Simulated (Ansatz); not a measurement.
`C[O][GeH2][GaH2]` + `NC[SiH3]` → `[SiH3]C[NH][GaH2]` + `C[O][GeH3]` at 600 K and 1 bar (cleavage of the Ga–Ge bond).

Isolated molecules relaxed with PBE0-D4/def2-TZVP in Ansatz; ΔE leaves out vibrations. CBS: MP2 limit from def2 TZ/QZ plus the TZ coupled-cluster correction, frozen cores. For Ga, Ge outer-core shells are correlated without core-valence functions, which leaves a few kJ/mol of doubt a bond. Scalar relativity is left out up to krypton. One conformer a species, not always the lowest.

| species | CCSD(T)/CBS energy (Eh) | H − E (kJ/mol) | S (J/(mol·K)) |
| --- | --- | --- | --- |
| `C[O][GeH2][GaH2]` | -4117.47402 | 253.5 | 482.5 |
| `NC[SiH3]` | -386.02732 | 257.8 | 370.7 |
| `[SiH3]C[NH][GaH2]` | -2310.57536 | 284.3 | 462.3 |
| `C[O][GeH3]` | -2192.93708 | 218.7 | 379.2 |

H − E and S are ideal-gas, rigid-rotor, harmonic terms from PBE0-D4/def2-TZVP, for one conformer and one mirror image of each species. 1 Eh = 2625.50 kJ/mol, R = 8.31446 J/(mol·K).

Task: By hand: ΔE, ΔH, ΔS and ΔG.

Result: ΔE = (-2310.57536) + (-2192.93708) − (-4117.47402) − (-386.02732) = -0.01110 Eh = -29.1 kJ/mol. Δ(H − E) = 284.3 + 218.7 − 253.5 − 257.8 = -8.3, so ΔH = -37.4 kJ/mol. ΔS = 462.3 + 379.2 − 482.5 − 370.7 = -11.7 J/(mol·K). ΔG = -37.4 − 600 × (-11.7)/1000 = -30.4 kJ/mol.

Task: By hand: the equilibrium constant, and the temperature at which ΔG would vanish if ΔH and ΔS stayed fixed.

Result: log₁₀ K = −ΔG/(RT ln 10) = 2.6. ΔG = 0 at ΔH/ΔS = 3197 K, far beyond where these terms or the molecules hold.

The number of gas molecules stays the same, so ΔS is small and ΔH decides. A doubt of 5 kJ/mol in ΔE shifts log₁₀ K by 0.4 here. Other conformers and mirror images would add mixing entropy, several J/(mol·K) or more a flexible species. Modes under 60 cm⁻¹, often nearly free rotors, make the harmonic entropy too high. These are equilibria of isolated gas molecules and say nothing of rates. Largest T1 diagnostic: 0.015 (customary marks: 0.02 for closed shells, 0.045 for open ones).
